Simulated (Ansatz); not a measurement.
A search over several starts for the lowest SCF solution of [AuF4]- (AuF₄⁻) at the given spin, in a small basis.

```yaml
crystal:
  periodic: [false, false, false]
  atoms:
    - {symbol: Au, position_ang: [-0.000001, -0.000003, 0.000000]}
    - {symbol: F, position_ang: [2.015232, -0.028202, 0.005003]}
    - {symbol: F, position_ang: [0.028181, 2.015219, 0.008598]}
    - {symbol: F, position_ang: [-2.015233, 0.028200, -0.005004]}
    - {symbol: F, position_ang: [-0.028179, -2.015223, -0.008599]}
basis:
  gaussian: {orbitals: def2-SVP, initial_orbitals: start.molden}
total_charge: -1
magnetization: {spin_polarized: true, initial_magnetization: 2}
hamiltonian: {xc: pbe0, dispersion: d4}
output: {orbitals: {seedname: orbitals}}
```

The file start.molden holds the orbitals of an earlier run on this structure, at another level or in another basis.

```sh
$ ansatz run in.yaml --threads 2 --pin off --events-out ev --progress --plain --max-ram 4352MiB
```

Output, abridged:

```
Functional definition: PBE0
830 factors; integrals over basis functions are off by at most 7.6e-4 eV
mean field evaluation 1: about -14539.8721 eV, gradient 8.8e0 eV
mean field evaluation 2: about -14540.1704 eV, gradient 2.7e-1 eV
mean field evaluation 4: about -14540.4056 eV, gradient 2.2e-3 eV
mean field evaluation 8: about -14540.4056 eV, gradient 3.4e-5 eV
mean field evaluation 16: about -14540.1416 eV, gradient 2.8e0 eV
mean field evaluation 32: about -14540.4056 eV, gradient 1.5e-5 eV
mean field -14540.40556879 eV, -534.3500488120 hartree, gradient 4.1e-6 eV, S^2 2.008362; 6 other end points of the search recorded, 0 dependent functions left out
reference -14540.40560544 eV, -534.3500501590 hartree; 29, 27 occupied and 59, 61 virtual orbitals, 830 factors
Total energy: -14540.48726143 eV, -534.3530509615 hartree
```

Hardware: 2 threads of Arm Neoverse V1 on a shared host. Wall time 6.5 s.

In the def2 sets Au takes a core potential; there is no spin–orbit coupling. At PBE0-D4/def2-TZVPD a singlet of charge -1 lies 2.58 eV below the triplet, each at its own geometry.
